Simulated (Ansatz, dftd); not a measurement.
System: GeHCl$_{2}$, charge 0, doublet. GeHCl2 (SMILES [Cl][GeH][Cl], doublet).
B3LYP-D3(BJ)/def2-TZVP minimum from Ansatz (a program for electronic structure):
```xyz
4

Ge    -0.0828     0.5378     0.3317
Cl     1.8280    -0.3165    -0.2602
Cl    -1.6624    -0.7210    -0.4752
H     -0.1658     0.4271     1.8880
```
Charge 0, spin multiplicity 2.

Property: atomisation energy (electronic, to ground-state atoms), in kcal/mol. Open shells are spin-unrestricted; no spin-orbit coupling. Correlated methods leave the cores frozen (noble-gas shells, and filled d and f shells in the p block). No relativity. CBS(X,Y): correlation extrapolated as X^-3, Hartree-Fock from the larger set. A bracket is a step between two methods taken in the basis named. Double hybrids freeze cores in their MP2 part. Where a partner has so few electrons that a lower coupled-cluster level is exact, that level stands in.

```
level                                                                      program  atomisation energy (kcal/mol)  difference against the last row
------------------------------------------------------------------  --------------  -----------------------------  -------------------------------
HF/def2-TZVPP                                                               Ansatz                          164.4                            -67.3
r2SCAN/def2-TZVPD                                                           Ansatz                          236.5                              4.8
r2SCANh/def2-TZVPD                                                          Ansatz                          234.0                              2.3
CAM-B3LYP-D4/def2-TZVPD                                             Ansatz + dftd4                          226.3                             -5.4
B2GP-PLYP-D4/def2-TZVPD                                             Ansatz + dftd4                          225.9                             -5.8
B2GP-PLYP/def2-TZVPD                                                        Ansatz                          224.8                             -6.9
MP2/def2-TZVPP                                                              Ansatz                          229.1                             -2.6
CCSD/def2-SVP                                                               Ansatz                          201.7                            -30.0
CCSD/def2-TZVPP                                                             Ansatz                          216.3                            -15.4
CCSD/CBS(def2-TZVPP,def2-QZVPP)                                             Ansatz                          224.7                             -7.0
CCSD(T)/def2-QZVPP                                                          Ansatz                          227.2                             -4.5
CCSDT(Q)/def2-SVP                                                           Ansatz                          205.9                            -25.8
CCSD(T)/CBS(def2-TZVPP,def2-QZVPP) + [CCSDT(Q) - CCSD(T)]/def2-SVP          Ansatz                          231.7                              0.0
```
